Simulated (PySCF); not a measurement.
Compound: 3-chlorophenol, C₆H₅ClO.
Bonds: O1–C2, C2–C3 (aromatic), C3–C4 (aromatic), C4–C5 (aromatic), C5–C6 (aromatic), C6–Cl7, C6–C8 (aromatic), C2–C8 (aromatic). Hydrogens: H9 on O1; H10 on C3; H11 on C4; H12 on C5; H13 on C8.

Torsions of this conformer, `[OH:1][c:2]1[cH:3][cH:4][cH:5][c:6]([Cl:7])[cH:8]1`: H–O1–C2–C3 180°.

The closed-shell ground state was solved at several levels (PySCF, density fitting, gas phase, non-relativistic). Geometry: PBE0-D3(BJ)/def2-SVP, one conformer, isolated molecule.

```
             level  basis functions  total energy (Eh)  HOMO (eV)  LUMO (eV)  gap (eV)  dipole (D)
     PBE0/pcSseg-1              168          -766.5108      -6.81      -0.62      6.19        1.04
      PBE0/cc-pVTZ              314          -766.6931      -6.71      -0.55      6.16        1.10
     PBE0/def2-SVP              141          -766.2025      -6.66      -0.43      6.23        1.05
      PBE0/cc-pVDZ              141          -766.5961      -6.60      -0.38      6.22        1.20
     BLYP/pcSseg-1              168          -766.9163      -5.53      -1.28      4.25        1.11
  PBE0/aug-cc-pVDZ              233          -766.6166      -6.77      -0.68      6.09        1.03
    B97-D/pcSseg-1              168          -766.8139      -5.67      -1.36      4.31        1.12
      PBE/pcSseg-1              168          -766.4650      -5.72      -1.45      4.27        1.15
        PBE0/6-31G               86          -766.4430      -6.63      -0.24      6.39        0.94
   B3LYP/def2-SVPD              210          -766.7443      -6.62      -0.89      5.73        0.97
PBE0/6-311+G(2d,p)              254          -766.6673      -6.77      -0.69      6.08        1.00
     OPBE/pcSseg-1              168          -766.8590      -5.71      -1.36      4.35        1.19
 mPW1PW91/pcSseg-1              168          -766.9625      -6.84      -0.64      6.20        1.03
```

Task: What might KT2/pcSseg-2 (365 basis functions) give for the same quantities?

Result: Total energy -775.8902 Eh, HOMO -5.77 eV, LUMO -1.50 eV, gap 4.27 eV, dipole 1.07 D.

Task: Over all these levels, which gives the widest orbital gap and which the narrowest?

Result: PBE0/6-31G (global hybrid, 25 % exact exchange) has the widest, 6.39 eV, and BLYP/pcSseg-1 (GGA) the narrowest, 4.25 eV. Functional and basis both differ between the two, so the spread mixes both effects.

Task: How much does the basis alone move the frontier levels among the 7 PBE0 rows?

Result: The HOMO by 0.21 eV and the LUMO by 0.45 eV. By rising basis size (HOMO, LUMO in eV): 6-31G -6.63, -0.24; def2-SVP -6.66, -0.43; cc-pVDZ -6.60, -0.38; pcSseg-1 -6.81, -0.62; aug-cc-pVDZ -6.77, -0.68; 6-311+G(2d,p) -6.77, -0.69; cc-pVTZ -6.71, -0.55.

Task: How far do the dipole and the HOMO energy spread over the levels?

Result: The dipole runs from 0.94 to 1.20 D (mean 1.07 D) and the HOMO from -6.84 to -5.53 eV.

The pairwise dispersion term of B97-D wasn't added to the energies; at a given geometry it leaves orbitals and properties as they are.
